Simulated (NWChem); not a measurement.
System: GeSiNH7; SMILES [SiH3][NH][GeH3]

Excerpt of the output:

```
             Northwest Computational Chemistry Package (NWChem) 7.3.0
             --------------------------------------------------------

 C1  symmetry detected

                             Geometry "geometry" -> ""
                             -------------------------

 Output coordinates in angstroms (scale by  1.889725989 to convert to a.u.)

  No.       Tag          Charge          X              Y              Z
 ---- ---------------- ---------- -------------- -------------- --------------
    1 Si                  14.0000     0.16168528     2.08005765     0.00130327
    2 N                    7.0000    -0.66307972     0.55331110    -0.01594286
    3 Ge                  32.0000     0.06193500    -1.13732493    -0.00009076
    4 H                    1.0000    -0.54973004     3.06930269    -0.86793359
    5 H                    1.0000     0.28052263     2.70360516     1.36087716
    6 H                    1.0000     1.54251795     1.85013845    -0.51979680
    7 H                    1.0000    -1.66517184     0.57777663     0.15183174
    8 H                    1.0000    -0.87389621    -2.06985923    -0.79286297
    9 H                    1.0000     0.21998314    -1.69248287     1.43340689
   10 H                    1.0000     1.44181865    -1.03806793    -0.66926391

 Effective nuclear repulsion energy (a.u.)     259.8223072114

                                 NWChem DFT Module
                                 -----------------

 Summary of "ao basis" -> "ao basis" (spherical)
 ------------------------------------------------------------------------------
       Tag                 Description            Shells   Functions and Types
 ---------------- ------------------------------  ------  ---------------------
 Si                          6-31g*                  8       18   4s3p1d
 N                           6-31g*                  6       14   3s2p1d
 Ge                          6-31g*                 12       32   5s4p3d
 H                           6-31g*                  2        2   2s

            General Information
            -------------------
          SCF calculation type: DFT
          Wavefunction type:  closed shell.
          No. of atoms     :    10
          No. of electrons :    60
           Alpha electrons :    30
            Beta electrons :    30
          Charge           :     0
          Spin multiplicity:     1
          Use of symmetry is: off; symmetry adaption is: off
          Maximum number of iterations: 150
          AO basis - number of functions:    78
                     number of shells:    40
          Convergence on energy requested:  1.00D-06
          Convergence on density requested:  1.00D-05
          Convergence on gradient requested:  5.00D-04

              XC Information
              --------------
                       M06-2X Method XC Functional
                     Hartree-Fock (Exact) Exchange  0.540
                        M06-2X Exchange Functional  1.000
                      M06-2X Correlation Potential  1.000

             Grid Information
             ----------------
          Grid used for XC integration:  xcoarse
          Radial quadrature: Mura-Knowles
          Angular quadrature: Lebedev.
          Tag              B.-S. Rad. Rad. Pts. Rad. Cut. Ang. Pts.
          ---              ---------- --------- --------- ---------
          Si                  1.10       42          10.0       194
          N                   0.65       21           7.0       194
          Ge                  1.25       75          10.0       194
          H                   0.35       21          12.0       194
          Grid pruning is: on
          Number of quadrature shells:   285
          Spatial weights used:  Erf1

      Superposition of Atomic Density Guess
      -------------------------------------

 Sum of atomic energies:       -2421.62011001

      Non-variational initial energy
      ------------------------------

 Total energy =   -2422.806516
 1-e energy   =   -3889.322482
 2-e energy   =    1206.693658
 HOMO         =      -0.312397
 LUMO         =       0.020416

     ---------------------------------------------
      Total Density - Mulliken Population Analysis
     ---------------------------------------------

    Atom       Charge   Shell Charges
 -----------   ------   -------------------------------------------------------
    1 Si  14    13.41   2.00  2.00  5.97  0.94  1.60  0.29  0.45  0.16
    2 N    7     8.19   2.00  0.82  2.67  0.80  1.89  0.01
    3 Ge  32    31.59   2.00  2.00  6.00  2.00  5.99  1.15  1.79  0.14  0.37  6.88  2.97  0.31
    4 H    1     1.08   0.48  0.60
    5 H    1     1.09   0.48  0.61
    6 H    1     1.07   0.47  0.60
    7 H    1     0.55   0.40  0.15
    8 H    1     1.00   0.45  0.55
    9 H    1     1.02   0.46  0.56
   10 H    1     1.00   0.45  0.55

   convergence    iter        energy       DeltaE   RMS-Dens  Diis-err
 ---------------- ----- ----------------- --------- --------- ---------
 d= 0,ls=0.0,diis     1  -2425.0538684279 -2.68D+03  8.06D-03  3.37D-01
 d= 0,ls=0.0,diis     2  -2425.0622099576 -8.34D-03  4.19D-03  3.12D-01
 d= 0,ls=0.0,diis     3  -2425.0934298490 -3.12D-02  9.67D-04  1.35D-02
 d= 0,ls=0.0,diis     4  -2425.0949111881 -1.48D-03  1.52D-04  4.74D-04
 d= 0,ls=0.0,diis     5  -2425.0949410460 -2.99D-05  5.58D-05  3.24D-05
  Resetting Diis
 d= 0,ls=0.0,diis     6  -2425.0949436277 -2.58D-06  1.43D-05  8.81D-07
 d= 0,ls=0.0,diis     7  -2425.0949437687 -1.41D-07  3.64D-06  3.97D-08

         Total DFT energy =    -2425.094943768660
      One electron energy =    -3892.323066507856
           Coulomb energy =     1316.937910382678
    Exchange-Corr. energy =     -109.532094854882
 Nuclear repulsion energy =      259.822307211401

 Numeric. integr. density =       60.003081915450

                       DFT Final Molecular Orbital Analysis
                       ------------------------------------

 Vector   28  Occ=2.000000D+00  E=-3.913815D-01
              MO Center=  2.0D-02,  5.3D-01,  2.6D-01, r^2= 6.5D+00
   Bfn.  Coefficient  Atom+Function         Bfn.  Coefficient  Atom+Function
  ----- ------------  ---------------      ----- ------------  ---------------
    45     -0.313894   3 Ge pz                9      0.285861   1 Si pz
    68      0.200474   5 H  s                76     -0.185618   9 H  s
    66     -0.182680   4 H  s                75     -0.177139   9 H  s
    67      0.171660   5 H  s                65     -0.155061   4 H  s
    74      0.140554   8 H  s                73      0.132971   8 H  s

 Vector   29  Occ=2.000000D+00  E=-3.852338D-01
              MO Center=  3.2D-01,  1.0D+00, -2.9D-01, r^2= 5.3D+00
   Bfn.  Coefficient  Atom+Function         Bfn.  Coefficient  Atom+Function
  ----- ------------  ---------------      ----- ------------  ---------------
    70      0.239294   6 H  s                 7      0.235299   1 Si px
     8     -0.224122   1 Si py               44     -0.203723   3 Ge py
    69      0.204355   6 H  s                66     -0.190082   4 H  s
    43     -0.168443   3 Ge px               65     -0.161059   4 H  s
    22      0.152297   2 N  py               74      0.131989   8 H  s

 Vector   30  Occ=2.000000D+00  E=-3.046310D-01
              MO Center= -4.2D-01,  6.3D-01,  1.5D-01, r^2= 3.1D+00
   Bfn.  Coefficient  Atom+Function         Bfn.  Coefficient  Atom+Function
  ----- ------------  ---------------      ----- ------------  ---------------
    23      0.485236   2 N  pz               27      0.449654   2 N  pz
    68     -0.236783   5 H  s                76     -0.192937   9 H  s
    66      0.166117   4 H  s                67     -0.130792   5 H  s
    74      0.118877   8 H  s                75     -0.119402   9 H  s
    65      0.094522   4 H  s                45     -0.086503   3 Ge pz

 Vector   31  Occ=0.000000D+00  E= 3.760174D-02
              MO Center= -1.2D-01, -4.0D-02,  8.2D-02, r^2= 7.3D+00
   Bfn.  Coefficient  Atom+Function         Bfn.  Coefficient  Atom+Function
  ----- ------------  ---------------      ----- ------------  ---------------
    24      0.960684   2 N  s                48     -0.745224   3 Ge py
    11      0.432549   1 Si px               47      0.415079   3 Ge px
    12      0.352476   1 Si py               70     -0.218706   6 H  s
    44     -0.196789   3 Ge py               78     -0.169065  10 H  s
    46     -0.165142   3 Ge s                 8      0.145569   1 Si py

 Vector   32  Occ=0.000000D+00  E= 9.112862D-02
              MO Center=  3.9D-01,  2.8D-01,  2.5D-01, r^2= 8.2D+00
   Bfn.  Coefficient  Atom+Function         Bfn.  Coefficient  Atom+Function
  ----- ------------  ---------------      ----- ------------  ---------------
    47      1.020662   3 Ge px               12     -0.788607   1 Si py
    78     -0.639243  10 H  s                66      0.524080   4 H  s
    13      0.475370   1 Si pz               74      0.406609   8 H  s
    48     -0.296101   3 Ge py               11     -0.288803   1 Si px
    26     -0.277595   2 N  py               24     -0.234830   2 N  s

 Vector   33  Occ=0.000000D+00  E= 9.548536D-02
              MO Center=  3.0D-01,  5.6D-01,  1.8D-01, r^2= 8.0D+00
   Bfn.  Coefficient  Atom+Function         Bfn.  Coefficient  Atom+Function
  ----- ------------  ---------------      ----- ------------  ---------------
    11      0.977696   1 Si px               48      0.809148   3 Ge py
    74      0.726680   8 H  s                70     -0.578431   6 H  s
    49      0.567054   3 Ge pz               66      0.443191   4 H  s
    12      0.323409   1 Si py               10     -0.281536   1 Si s
    26      0.273666   2 N  py               42      0.203154   3 Ge s

     ---------------------------------------------
      Total Density - Mulliken Population Analysis
     ---------------------------------------------

    Atom       Charge   Shell Charges
 -----------   ------   -------------------------------------------------------
    1 Si  14    13.46   2.00  2.00  5.97  0.94  1.82  0.21  0.29  0.22
    2 N    7     7.89   2.00  0.76  2.50  0.83  1.79  0.01
    3 Ge  32    31.70   2.00  2.00  6.00  2.00  5.99  1.11  2.02  0.09  0.26  6.91  2.92  0.40
    4 H    1     1.09   0.50  0.59
    5 H    1     1.10   0.50  0.60
    6 H    1     1.09   0.50  0.59
    7 H    1     0.64   0.49  0.15
    8 H    1     1.01   0.49  0.52
    9 H    1     1.02   0.49  0.53
   10 H    1     1.00   0.49  0.51

     -------------------------------------------
      Total Density - Lowdin Population Analysis
     -------------------------------------------

    Atom       Charge   Shell Charges
 -----------   ------   -------------------------------------------------------
    1 Si  14    13.64   2.00  1.98  5.89  0.65  1.66  0.37  0.80  0.29
    2 N    7     7.64   1.99  0.69  2.35  0.57  2.02  0.03
    3 Ge  32    31.81   2.00  2.00  5.99  1.97  5.90  0.75  1.81  0.32  0.70  6.71  3.06  0.60
    4 H    1     1.05   0.50  0.56
    5 H    1     1.06   0.50  0.56
    6 H    1     1.04   0.50  0.55
    7 H    1     0.73   0.46  0.27
    8 H    1     1.00   0.47  0.53
    9 H    1     1.01   0.48  0.54
   10 H    1     1.00   0.47  0.52

     Multipole analysis of the density
     ---------------------------------

     L   x y z        total         alpha         beta         nuclear
     -   - - -        -----         -----         ----         -------
     0   0 0 0     -0.000000    -30.000000    -30.000000     60.000000

     1   1 0 0     -0.308904     -0.154452     -0.154452      0.000000
     1   0 1 0     -0.214010     -0.107005     -0.107005     -0.000000
     1   0 0 1      0.082753      0.041376      0.041376     -0.000000

     2   2 0 0    -28.586761    -35.702708    -35.702708     42.818654
     2   1 1 0     -0.460772     -1.638851     -1.638851      2.816930
     2   1 0 1     -0.585916     -0.157761     -0.157761     -0.270393
     2   0 2 0    -31.021684   -252.668123   -252.668123    474.314563
     2   0 1 1      0.119230      0.004803      0.004803      0.109624
     2   0 0 2    -31.678253    -26.608638    -26.608638     21.539022

            General Information
            -------------------
          SCF calculation type: DFT
          Wavefunction type:  closed shell.
          No. of atoms     :    10
          No. of electrons :    60
           Alpha electrons :    30
            Beta electrons :    30
          Charge           :     0
          Spin multiplicity:     1
          Use of symmetry is: off; symmetry adaption is: off
          Maximum number of iterations: 150
          AO basis - number of functions:    78
                     number of shells:    40
          Convergence on energy requested:  1.00D-06
          Convergence on density requested:  1.00D-05
          Convergence on gradient requested:  5.00D-04

              XC Information
              --------------
                       M06-2X Method XC Functional
                     Hartree-Fock (Exact) Exchange  0.540
                        M06-2X Exchange Functional  1.000
                      M06-2X Correlation Potential  1.000

             Grid Information
             ----------------
          Grid used for XC integration:  xcoarse
          Radial quadrature: Mura-Knowles
          Angular quadrature: Lebedev.
          Tag              B.-S. Rad. Rad. Pts. Rad. Cut. Ang. Pts.
          ---              ---------- --------- --------- ---------
          Si                  1.10       42          10.0       194
          N                   0.65       21           7.0       194
          Ge                  1.25       75          10.0       194
          H                   0.35       21          12.0       194
          Grid pruning is: on
          Number of quadrature shells:   285
          Spatial weights used:  Erf1

          Convergence Information
          -----------------------
          Convergence aids based upon iterative change in
          total energy or number of iterations.
          Levelshifting, if invoked, occurs when the
          HOMO/LUMO gap drops below (HL_TOL):  1.00D-02
          DIIS, if invoked, will attempt to extrapolate
          using up to (NFOCK): 10 stored Fock matrices.

                    Damping( 0%)  Levelshifting(0.5)       DIIS
                  --------------- ------------------- ---------------
          dE  on:    start            ASAP                start
          dE off:    2 iters        150 iters           150 iters

                            NWChem DFT Gradient Module
                            --------------------------

  charge          =   0.00
  wavefunction    = closed shell

                         DFT ENERGY GRADIENTS

    atom               coordinates                        gradient
                 x          y          z           x          y          z
   1 Si      0.305541   3.930739   0.002463   -0.001491  -0.002868   0.000408
   2 N      -1.253039   1.045606  -0.030128    0.004503  -0.009281  -0.000763
   3 Ge      0.117040  -2.149232  -0.000172   -0.003226   0.006767  -0.000103
   4 H      -1.038839   5.800141  -1.640157   -0.002885   0.004256  -0.003733
   5 H       0.530111   5.109073   2.571685    0.000378   0.002488   0.005402
   6 H       2.914936   3.496255  -0.982274    0.005799  -0.000333  -0.002063
   7 H      -3.146718   1.091840   0.286920   -0.003204  -0.000295   0.000653
   8 H      -1.651424  -3.911467  -1.498294   -0.001138  -0.000704  -0.001222
   9 H       0.415708  -3.198329   2.708746    0.000050  -0.000414   0.002146
  10 H       2.724642  -1.961664  -1.264725    0.001213   0.000384  -0.000725
```

Level: M06-2X/6-31G* (spherical d). Structure relaxed at the PBE0/def2-SVP level.

**Question.** Write an input that gives this output.

**Answer.** One answer among several that fit: the input that was run:
```
start job
memory heap 200 mb stack 900 mb global 1100 mb
geometry units angstroms noautoz
  Si     0.138790     2.061492    -0.010075
  N     -0.641573     0.529381     0.224785
  Ge     0.049678    -1.156136    -0.030856
  H     -0.824324     3.058549    -0.574503
  H      0.705117     2.665499     1.241254
  H      1.265697     1.849144    -0.967204
  H     -1.529623     0.544255     0.718831
  H     -1.096085    -2.083324    -0.479674
  H      0.679669    -1.731500     1.257617
  H      1.125547    -1.037149    -1.121760
end
basis spherical
  * library 6-31g*
end
dft
  xc m06-2x
  grid xcoarse
  iterations 150
  mulliken
end
task dft gradient
```
